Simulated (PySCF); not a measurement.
C4H9B.
Geometry (PBE0-D3(BJ)/def2-SVP, Å), atoms numbered from 1 in this order:
```
atom  x, y, z in Å
B1     1.742   -1.057   -0.277
C2     0.388   -0.320   -0.434
C3     0.165    1.164   -0.038
C4    -1.287    0.808    0.334
C5    -0.903   -0.684    0.341
H6     2.785   -0.475   -0.487
H7     1.784   -2.236    0.003
H8     0.203   -0.430   -1.528
H9     0.763    1.447    0.843
H10    0.323    1.928   -0.814
H11   -1.982    1.041   -0.488
H12   -1.695    1.235    1.263
H13   -0.679   -1.051    1.356
H14   -1.599   -1.394   -0.129
```

Computed, not measured: PySCF, PBE0-D3(BJ)/def2-SVP geometry optimisation, gas phase.

Take the most abundant isotopes and a rigid rotor. The values belong to one conformer with, in the numbering `[BH2:1][CH:2]1[CH2:3][CH2:4][CH2:5]1`, H–B1–C2–C3 -37° and 146°, B1–C2–C3–C4 -148°, C2–C3–C4–C5 16°, C3–C4–C5–C2 -16°, B1–C2–C5–C4 147°.

**Question.** What are A, B and C (cm⁻¹)?

**Answer.** Ia = 50.96, Ib = 118.28, Ic = 152.06 u·Å²; 505379 MHz·u·Å²/I gives 9916, 4273 and 3324 MHz, that is A = 0.33078, B = 0.14253, C = 0.11086 cm⁻¹.

**Question.** What kind of rotor is it?

**Answer.** An asymmetric top; Ray's κ = -0.712.

**Question.** What does the inertial defect say?

**Answer.** Not planar: Δ = Ic − Ia − Ib = -17.18 u·Å². For a rigid frame Δ = −2 Σ m c², so Σ m c² = 8.59 u·Å² lies off the ab plane: 6.96 from hydrogen and 1.63 from heavier atoms. The atom farthest from that plane is 1.43 Å away.

**Question.** Give the other two planar moments, Paa and Pbb, and the rms extents of the mass along the axes.

**Answer.** Paa = Σ m a² = (Ib + Ic − Ia)/2 = 109.69 and Pbb = Σ m b² = (Ia + Ic − Ib)/2 = 42.37 u·Å². With the mass M = 68.08 u, the rms extents √(P/M) along a, b and c are 1.27, 0.79, 0.36 Å.

**Question.** Where do the levels up to J = 2 lie, in MHz?

**Answer.** Above 0(0,0):
J = 1: 1(0,1) 7596, 1(1,1) 13240, 1(1,0) 14189
J = 2: 2(0,2) 22679, 2(1,2) 27484, 2(1,1) 30331, 2(2,1) 47262, 2(2,0) 47372
Those of J = 1 are B + C, A + C and A + B.

**Question.** Predict some low-J microwave lines.

**Answer.** The dipole components are |μa| = 0.68 D, |μb| = 0.01 D, |μc| = 0.33 D. Intensities carry the squares of the components, which stand as 1.00 : 0.00 : 0.24 (a : b : c). Some lines, for components of 0.1 D or more:

```csv
type,branch,"J(Ka,Kc)",MHz,lower level (cm⁻¹)
a,Q,"3(2,1) ← 3(2,2)",540,2.337
a,Q,"2(1,1) ← 2(1,2)",2848,0.917
c,Q,"3(1,3) ← 3(0,3)",3746,1.502
c,Q,"2(1,2) ← 2(0,2)",4804,0.757
c,Q,"1(1,1) ← 1(0,1)",5644,0.253
a,Q,"3(1,2) ← 3(1,3)",5688,1.627
a,R,"1(0,1) ← 0(0,0)",7596,0.000
c,R,"1(1,0) ← 0(0,0)",14189,0.000
a,R,"2(1,2) ← 1(1,1)",14244,0.442
c,Q,"3(2,2) ← 3(1,2)",15580,1.817
a,R,"2(1,1) ← 1(1,0)",16142,0.473
a,R,"3(1,3) ← 2(1,2)",21300,0.917
c,R,"2(1,1) ← 1(0,1)",22735,0.253
a,R,"3(2,2) ← 2(2,1)",22789,1.576
a,R,"3(2,1) ← 2(2,0)",23220,1.580
a,R,"3(1,2) ← 2(1,1)",24140,1.012
c,Q,"3(3,1) ← 3(2,1)",30116,2.355
c,R,"3(1,2) ← 2(0,2)",31792,0.757
c,R,"2(2,1) ← 1(1,1)",34022,0.442
c,R,"3(3,0) ← 2(2,0)",53343,1.580
c,R,"3(3,1) ← 2(2,1)",53445,1.576
```

No PBE0-D3(BJ)/def2-SVP frequencies stand behind this structure, so it isn't proved a minimum. Zero-point vibration and centrifugal distortion are left out. Quadrupole hyperfine structure (11B) is left out.
